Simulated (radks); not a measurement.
The numbers below are computed, except where a source is named.
Problem. Ca IV, 17 electrons, occupied as [Ne] 3s2 3p5 (the NIST ground configuration). Code: a radial shooting solver on a logarithmic mesh with Libxc functionals. Model: scalar-relativistic Kohn-Sham, exchange-only LDA, spin-unpolarised, spherical densities, finite nucleus; Fermi nuclear charge, rms radius 3.4776 fm. Some entries of the table are withheld. Estimate them.

| orbital | occ. | eigenvalue (hartree) | <1/r> (bohr^-1) |
|---|---|---|---|
| 1s | 2 | -145.9654 | (1) |
| 2s | 2 | -16.41234 | (2) |
| 2p | 6 | (3) | 3.947 |
| 3s | 2 | (4) | (5) |
| 3p | 5 | -2.13195 | 1.130 |

Solution. 
(1) 1s <1/r> (bohr^-1): 19.69
(2) 2s <1/r> (bohr^-1): 4.036
(3) 2p eigenvalue (hartree): -13.52975
(4) 3s eigenvalue (hartree): -2.84494
(5) 3s <1/r> (bohr^-1): 1.245
